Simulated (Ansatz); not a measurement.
Calculated with Ansatz (gas phase, PBE0-D4/def2-TZVP geometries, no zero-point term in ΔE). CCSD(T)/CBS adds triple-zeta CCSD(T) − MP2 to the extrapolated MP2 energy (def2 sets, frozen cores). This one scheme is used for every species. Functionals use def2-TZVPP. HSE06 is defined as in plane-wave codes. For Zn outer-core shells are correlated without core-valence functions, which leaves a few kJ/mol of doubt a bond. Scalar relativity is left out up to krypton. One conformer a species, not always the lowest.

Reaction (substitution at a C–N bond): `C[NH][AlH2]` + `C[S][Zn][SH]` → `C[S][Zn][S]C` + `[NH2][AlH2]`

`C[NH][AlH2]`:

```xyz
9

C    -0.064   -1.169    0.511
N    -0.415   -0.070   -0.364
Al    0.310    1.539   -0.455
H     0.263   -2.056   -0.045
H    -0.898   -1.470    1.156
H     0.760   -0.874    1.164
H    -1.178   -0.308   -0.981
H    -0.284    2.549   -1.522
H     1.505    1.860    0.535
```

`C[S][Zn][SH]`:

Cartesian coordinates in Å:
```
C -1.592 0.566 0.218
S -0.344 0.144 1.480
Zn 1.414 -0.224 0.283
S 3.193 -0.570 -0.900
H -2.518 0.761 0.760
H -1.764 -0.258 -0.472
H -1.320 1.463 -0.335
H 2.930 -1.881 -1.034
```

`C[S][Zn][S]C`:

```xyz
11

C    -1.113    1.101   -2.404
S    -1.495    1.725   -0.733
Zn    0.123    0.912    0.446
S     1.745    0.126    1.640
C     1.064   -1.460    2.228
H    -0.154    1.471   -2.764
H    -1.127    0.012   -2.442
H    -1.897    1.479   -3.059
H     1.839   -1.916    2.845
H     0.175   -1.316    2.840
H     0.840   -2.135    1.403
```

`[NH2][AlH2]`:

Z-matrix (Å, degrees):
```
N
Al 1 1.766
H 1 1.007 2 124.9
H 1 1.007 2 124.9 3 180.0
H 2 1.583 1 117.9 3 -180.0
H 2 1.583 1 117.9 3 0.0
```

```csv
level,ΔE (kJ/mol)
r2SCAN-D4,-17.7
HSE06-D4,-15.8
PBE0,-15.2
RPA@PBE/def2-TZVPP,-10.3
MP2/def2-SVP,-4.9
CCSD(T)/def2-SVP,-0.3
SCS-MP2/def2-TZVPP,-15.4
HF/def2-QZVPP,-10.3
```

What does CCSD(T)/CBS give? (Estimate.)

Computed: -17.7 kJ/mol. The listed levels differ from it by 0.0, 1.9, 2.5, 7.4, 12.8, 17.4, 2.3, 7.4 kJ/mol.

What do rigid-rotor, harmonic-oscillator terms from PBE0-D4/def2-TZVP frequencies (298.15 K, 1 bar) make of the CCSD(T)/CBS value? (Best estimate.)

Computed: ΔZPE = +2.9 kJ/mol, ΔH = -13.7 kJ/mol, ΔS = -2 J/(mol·K), ΔG = -13.0 kJ/mol. Modes under 50 cm⁻¹ make the entropy rough.

Largest T1 diagnostic among the species: 0.014.

From BLYP to BHLYP (50 % exact exchange), in def2-TZVPP and without D4, ΔE moves by +3.2 kJ/mol. Leaving LDA and LC-ωPBE aside and taking each functional with its dispersion term where it has one, the values, not all of them listed here, spread over 4.7 kJ/mol, from r2SCAN-D4 to CAM-B3LYP-D4. LDA lies +5.7 kJ/mol from PBE without D4.
